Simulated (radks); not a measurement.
Species: I30+. Configuration: [Ar] 3d3 4s2 (not the ground configuration).

All-electron calculation, Dirac Kohn-Sham, PBEsol, spin-unpolarised, spherical densities, finite nucleus; open shells are shared between the two j in proportion to 2j + 1; Fermi nuclear charge, rms radius 4.75 fm. Program: a radial shooting solver on a logarithmic mesh with Libxc functionals.

Energy parts (eV):
total: -176215.682
kinetic: 187840.438
electron-nucleus: -395698.372
Hartree: 35159.779
exchange-correlation: -3517.526

Orbitals (lengths in bohr, moments of r in powers of bohr; <r^-3> diverges for s and p1/2; r(90%) holds 90 % of the orbital's charge):
orbital,occ.,eigenvalue (eV),r(90%),<r^-3>,<r^4>,<r^2>
1s1/2,2,-34366.26,0.0490,-,2.646e-06,0.001006
2s1/2,2,-6487.978,0.180,-,0.0004342,0.01592
2p1/2,2,-6185.295,0.160,-,0.0002761,0.01176
2p3/2,4,-5883.714,0.168,5284,0.0003297,0.01300
3s1/2,2,-2225.876,0.429,-,0.01444,0.09875
3p1/2,2,-2108.722,0.420,-,0.01300,0.09178
3p3/2,4,-2041.345,0.432,1210,0.01466,0.09775
3d3/2,1.2,-1853.850,0.394,202.1,0.009929,0.07628
3d5/2,1.8,-1838.533,0.398,187.2,0.01030,0.07786
4s1/2,2,-1084.174,0.819,-,0.1976,0.3788
4p1/2,0,-1035.297,0.822,-,0.1988,0.3770
4p3/2,0,-1012.650,0.840,411.1,0.2168,0.3942
4d3/2,0,-936.8414,0.831,68.21,0.2031,0.3747
4d5/2,0,-931.6766,0.836,62.95,0.2081,0.3794
5s1/2,0,-641.3152,1.34,-,1.454,1.045

The highest occupied level is 4s1/2 at -1084.2 eV. Summed over all electrons, <r^2> = 1.871 bohr^2, which gives a Langevin (diamagnetic) susceptibility term of -1.48 x 10^-6 cm^3/mol.
